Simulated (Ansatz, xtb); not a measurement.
## Two isomers of C4H4BrNS

Structure X is `Sc1c[nH]cc1Br`, a singlet and structure Y is `Sc1c[nH]c(Br)c1`, a singlet. Both are isolated molecules in the gas phase, relaxed with r2SCAN-D4/def2-SVP; the shapes shown needn't be the lowest conformers.

X (Å):

| atom | x (Å) | y (Å) | z (Å) |
| --- | --- | --- | --- |
| C | 0.2798 | -0.5160 | 1.9999 |
| C | -0.4171 | -0.6278 | 0.8039 |
| C | 0.9064 | -2.4462 | 0.9580 |
| C | 1.1129 | -1.6706 | 2.0866 |
| Br | 2.2844 | -2.0595 | 3.4957 |
| N | -0.0238 | -1.7961 | 0.1950 |
| S | 0.2235 | 0.7444 | 3.2271 |
| H | -0.6950 | 1.5018 | 2.5893 |
| H | -1.1538 | 0.0323 | 0.3510 |
| H | -0.3742 | -2.1281 | -0.6943 |
| H | 1.3515 | -3.3925 | 0.6606 |

Y (Å):

```tsv
atom	x (Å)	y (Å)	z (Å)
C	0.5047	-0.3450	1.8521
C	-0.5106	-0.6832	0.9695
C	0.7833	-2.4890	1.2419
C	1.3337	-1.4945	2.0294
Br	1.3356	-4.2538	0.9796
N	-0.3225	-2.0004	0.6075
S	0.8016	1.1955	2.6580
H	-0.2604	1.8417	2.1310
H	-1.3402	-0.1003	0.5756
H	-0.9050	-2.5323	-0.0269
H	2.2201	-1.5838	2.6535
```

Estimate E(Y) − E(X) at the level CCSD(T)/def2-SVP + ΔMP2/def2-TZVPP.

CCSD(T)/def2-SVP + ΔMP2/def2-TZVPP gives E(Y) − E(X) = +0.79 kcal/mol, slightly favouring structure X, which is too small a margin to settle the true order.

How the difference moves with the method:

| level | geometry | E(Y) − E(X) (kcal/mol) | departure from the last row (kcal/mol) | job, with rough time for the two |
| --- | --- | --- | --- | --- |
| GFN2-xTB | GFN2-xTB | −1.14 | −1.93 | optimisation, 0.11 s |
| HF/STO-3G | GFN2-xTB | +0.14 | −0.65 | single point, 0.72 s |
| r2SCAN-D4/def2-SVP//GFN2-xTB | GFN2-xTB | +0.52 | −0.27 | single point, 7.2 s |
| r2SCAN-D4/def2-SVP | r2SCAN-D4/def2-SVP | +0.52 | −0.28 | optimisation, 48 s |
| HF/def2-SVP | r2SCAN-D4/def2-SVP | +0.21 | −0.58 | part of the CCSD(T) run |
| MP2/def2-SVP | r2SCAN-D4/def2-SVP | +0.78 | −0.01 | part of the CCSD(T) run |
| CCSD(T)/def2-SVP | r2SCAN-D4/def2-SVP | +0.74 | −0.05 | single point |
| CCSD(T)/def2-SVP + ΔMP2/def2-TZVPP | r2SCAN-D4/def2-SVP | +0.79 |  | single point, 2.4 min |

As drawn, both hold the same kinds of bond in the same numbers.

The largest departure from CCSD(T)/def2-SVP + ΔMP2/def2-TZVPP is that of GFN2-xTB, 1.93 kcal/mol. The last row adds to CCSD(T) the change of the MP2 difference between the two basis sets, here +0.05 kcal/mol.

With thermal terms from frequencies at re-optimised GFN2-xTB minima (ideal gas, soft modes damped towards free rotors, one conformer each, 298.15 K, 1 atm): the zero-point term adds −0.06 kcal/mol; ΔH is +0.75 and ΔG +0.76 kcal/mol.

The correlated steps freeze 19 core orbitals; the filled d shell of Br is correlated, in a basis made for valence electrons. Run with Ansatz 0.2.0, xtb 6.7.1; the last row on 2 threads of Arm Neoverse V2 on a shared host.
